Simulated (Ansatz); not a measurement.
A series at Ge: from GeH₄, ligands are replaced one by one, each step taking up H₂O and setting free H₂; n counts the steps. Ansatz, PBE0-D4/def2-TZVP geometries. Each molecule was computed in one conformer, which needn't be the lowest.

| n | molecule | HOMO energy, ωB97M-V/def2-TZVPP (eV) |
| --- | --- | --- |
| 0 | GeH₄ | -11.91 |
| 1 | `[OH][GeH3]` | ? |
| 2 | `[OH][GeH2][OH]` | -11.12 |
| 3 | `[OH][GeH]([OH])[OH]` | -11.35 |
| 4 | `[OH][Ge]([OH])([OH])[OH]` | -11.70 |

Problem. By hand: fit a straight line y = ȳ + b (n − n̄) to the 4 given rows and predict n = 1.

Solution. n̄ = 2.250, ȳ = -11.520; Σ(n − n̄)(y − ȳ) = 0.590, Σ(n − n̄)² = 8.750, so b = 0.067 eV a step. Prediction: -11.520 + (0.067) × (-1.250) = -11.60 eV.

Problem. By hand: compare with the computed value, -10.79 eV, and give the steps along the whole series.

Solution. The line misses by 0.81 eV (computed minus predicted). Steps: 1.12, -0.33, -0.23, -0.35 eV.

The steps change sign along the series, so a line is a poor guide. The highest orbital can change its character along such a series. The miss is 72.3 % of the series' range.
